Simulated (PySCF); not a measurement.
## Spinor energies of Te⁺ (tellurium, charge +1)

Start: [Kr] 4d10 5s2 5p3; 5p1/2 filled at m_j = -1/2, +1/2; 5p3/2 filled at m_j = +3/2. Calculated with PySCF 2.14 in x2c-TZVPall-2c with one added diffuse shell each of s, p, d, f type (9s10p6d3f, 90 functions): generalised Hartree-Fock with the X2C-1e Hamiltonian and a Gaussian nucleus; one run each with spin-orbit coupling (SO) switched off, then screened by Boettger's factors.

```csv
spinor shell,electrons,"ε, spin-free (eV)","ε, screened SO (eV)",weight of nominal j (screened SO),"rms radius, screened SO (bohr)"
1s1/2,2,-31982.0,-31978.6,1.000,0.0318
2s1/2,2,-5009.6,-5008.6,1.000,0.130
2p1/2,2,-4490.9,-4681.6,1.000,0.112
2p3/2,4,-4490.9,-4404.5,1.000,0.117
3s1/2,2,-1045.9,-1045.6,1.000,0.343
3p1/2,2,-873.23,-909.80,1.000,0.336
3p3/2,4,-873.23,-856.49,1.000,0.347
3d3/2,4,-612.72,-619.07,1.000,0.320
3d5/2,6,-612.72,-608.15,1.000,0.323
4s1/2,2,-202.33,-202.21,1.000,0.815
4p1/2,2,-146.30,-153.30,0.999,0.858
4p3/2,4,-146.30,-143.01,1.000,0.887
4d3/2,4,-62.074,-62.986,0.985,1.04
4d5/2,6,-62.074,-61.327,0.990,1.05
5s1/2,2,-28.203,-28.171,1.000,2.21
5p1/2,2,-18.823,-19.029,0.626,2.62
5p3/2,1,-18.823,-18.417,1.000,2.68
```

```tsv
quantity	spin-free	screened SO
E (hartree)	-6789.67803	-6791.56767
M_J	3/2	3/2
⟨J²⟩	3.752	3.755
⟨L²⟩	0.000	0.101
⟨S²⟩	3.752	3.660
```

Each row is a mean over spinors that exchange with the open shell spreads, by up to 6.962 eV (5s1/2).

Rows whose weight is well below 1 are mixtures of j = l ± 1/2: exchange outweighs spin-orbit coupling there, and the label is only the starting occupation.

Breit and QED terms are absent; they matter most for the inner s and p1/2 levels.

Densities and radii are taken from the X2C orbitals without a picture-change correction, which distorts them close to the nucleus.

Without spin-orbit coupling the j labels of p, d and f shells carry no meaning; the spin-free column gives the mean over the occupied spinors of each nl shell.
